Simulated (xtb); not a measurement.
Harmonic IR lines of one isomer of C3H4Si, unscaled. All values below come from GFN2-xTB (xtb).

wavenumber (cm⁻¹): 133 (m), 207 (m), 520 (m), 608 (s), 614 (m), 725 (m), 847 (m), 984 (m), 1110 (w), 1165 (vs), 1405 (w), 1513 (w), 3004 (s), 3010 (vw), 3021 (vs), 3036 (m)

Problem. Identify which structure gives these lines.
(A) `C=[si]1cc1`
(B) `[SiH2]=C1C=C1`
(C) `C=C=C=[SiH2]`
(D) `C#C[SiH]=C`

Solution. A, `C=[si]1cc1`
